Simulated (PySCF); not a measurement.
**Two-component Hartree-Fock for I²³⁺ (iodine, charge +23)**

Start: [Ar] 3d10 4s2. Calculated with PySCF 2.14 in an even-tempered Gaussian basis (17 s from 1.7 bohr⁻², ratio 2.8; 13 p from 2.2 bohr⁻², ratio 2.8; 8 d from 3.8 bohr⁻², ratio 2.8; 4 f from 9.8 bohr⁻², ratio 3): generalised Hartree-Fock with the X2C-1e Hamiltonian and a Gaussian nucleus; one run each with spin-orbit coupling (SO) switched off, then screened by Boettger's factors.

```json
{"spinor shell": "1s1/2", "electrons": "2", "ε, spin-free (eV)": "-34053.3", "ε, screened SO (eV)": "-34050.2", "weight of nominal j (screened SO)": "1.000", "rms radius, screened SO (bohr)": "0.0311"}
{"spinor shell": "2s1/2", "electrons": "2", "ε, spin-free (eV)": "-5951.9", "ε, screened SO (eV)": "-5951.0", "weight of nominal j (screened SO)": "1.000", "rms radius, screened SO (bohr)": "0.127"}
{"spinor shell": "2p1/2", "electrons": "2", "ε, spin-free (eV)": "-5408.8", "ε, screened SO (eV)": "-5617.6", "weight of nominal j (screened SO)": "1.000", "rms radius, screened SO (bohr)": "0.109"}
{"spinor shell": "2p3/2", "electrons": "4", "ε, spin-free (eV)": "-5408.8", "ε, screened SO (eV)": "-5315.0", "weight of nominal j (screened SO)": "1.000", "rms radius, screened SO (bohr)": "0.115"}
{"spinor shell": "3s1/2", "electrons": "2", "ε, spin-free (eV)": "-1764.7", "ε, screened SO (eV)": "-1764.5", "weight of nominal j (screened SO)": "1.000", "rms radius, screened SO (bohr)": "0.330"}
{"spinor shell": "3p1/2", "electrons": "2", "ε, spin-free (eV)": "-1582.6", "ε, screened SO (eV)": "-1624.3", "weight of nominal j (screened SO)": "1.000", "rms radius, screened SO (bohr)": "0.322"}
{"spinor shell": "3p3/2", "electrons": "4", "ε, spin-free (eV)": "-1582.6", "ε, screened SO (eV)": "-1563.8", "weight of nominal j (screened SO)": "1.000", "rms radius, screened SO (bohr)": "0.333"}
{"spinor shell": "3d3/2", "electrons": "4", "ε, spin-free (eV)": "-1318.3", "ε, screened SO (eV)": "-1325.8", "weight of nominal j (screened SO)": "1.000", "rms radius, screened SO (bohr)": "0.303"}
{"spinor shell": "4s1/2", "electrons": "2", "ε, spin-free (eV)": "-758.43", "ε, screened SO (eV)": "-758.39", "weight of nominal j (screened SO)": "1.000", "rms radius, screened SO (bohr)": "0.720"}
```

(1) Where does 3d5/2 lie, and what is the 3d spin-orbit splitting (screened SO)?

```csv
quantity,spin-free,screened SO
E (hartree),-6871.32626,-6873.41772
M_J,0,0
⟨J²⟩,0.000,0.000
⟨L²⟩,0.000,0.015
⟨S²⟩,0.000,0.015
```

Breit and QED terms are absent; they matter most for the inner s and p1/2 levels.

Densities and radii are taken from the X2C orbitals without a picture-change correction, which distorts them close to the nucleus.

Without spin-orbit coupling the j labels of p, d and f shells carry no meaning; the spin-free column gives the mean over the occupied spinors of each nl shell.

Answers

(1) At -1313.1 eV, 12.640 eV above 3d3/2.
